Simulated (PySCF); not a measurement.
## Mercury: a sound run and one with changed settings

Sound run: Hg [Xe] 4f14 5d10 6s2, Hg⁺ [Xe] 4f14 5d10 6s1. All numbers are calculated (PySCF 2.14, a scalar-relativistic core potential, in aug-cc-pVDZ-PP with ECP60MDF (5s5p4d2f, 54 functions)). The sound run starts from symmetry-adapted Hartree-Fock orbitals and uses a fine grid where one is needed.

Changed run: radial step 0.8 in ln r (0.13 in the sound run). This setting is unsound on purpose.

| species | method | sound run (hartree) | changed run (hartree) | converged |
| --- | --- | --- | --- | --- |
| Hg | UHF | -152.53993 | -152.53993 | yes |
| Hg | M06-L | -153.59723 | -155.04744 | yes |
| Hg | LDA | -153.28641 | -154.37351 | yes |
| Hg⁺ | UHF | -152.22605 | -152.22605 | yes |
| Hg⁺ | M06-L | -153.22394 | -154.60408 | yes |
| Hg⁺ | LDA | -152.88470 | -153.91013 | yes |

Ionisation energy of Hg:

```
method  sound run (eV)  changed run (eV)
   UHF           8.541             8.541
 M06-L          10.158            12.064
   LDA          10.931            12.609
```

A coarse radial grid mis-integrates the density and the exchange-correlation energy, with errors of either sign; Hartree-Fock needs no grid.

For comparison, NIST gives 10.438 eV between the lowest levels.
